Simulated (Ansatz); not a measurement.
Two isomers of C2H6ClNSi: A = `C/C=N\[SiH2]Cl`, B = `N=C([SiH3])CCl`.

Program: Ansatz. Geometries: PBE0-D4/def2-TZVP. ΔE: electronic, gas phase. CCSD(T)/CBS adds triple-zeta CCSD(T) − MP2 to the extrapolated MP2 energy (def2 sets, frozen cores). Functionals use def2-TZVPP. B3LYP here is the variant with VWN-RPA as its local correlation; programs differ in this. Each species was taken in one conformer, which may not be the lowest.

Which isomer does CCSD(T)/CBS put lower? Give the gap. (Estimate.)

Computed: A, by 218.0 kJ/mol.

Give E(B) − E(A) in kJ/mol with r2SCAN-D4, HF/def2-TZVPP, PBE-D4, B2PLYP, PBE0-D4, ωB97M-V, B3LYP. (An estimate is asked.)

Computed: r2SCAN-D4 223.9, HF/def2-TZVPP 239.1, PBE-D4 210.1, B2PLYP 223.4, PBE0-D4 217.7, ωB97M-V 220.8, B3LYP 223.3. None reverses the order clearly.

Largest T1 diagnostic: 0.012.

From PBE to PBE0 (25 % exact exchange), in def2-TZVPP and without D4, E(B) − E(A) moves by +7.4 kJ/mol. In def2-TZVPP, CCSD(T) changes the Hartree–Fock value by −25.7 kJ/mol (the triples alone add −4.1 kJ/mol) and MP2 by −16.9 kJ/mol.
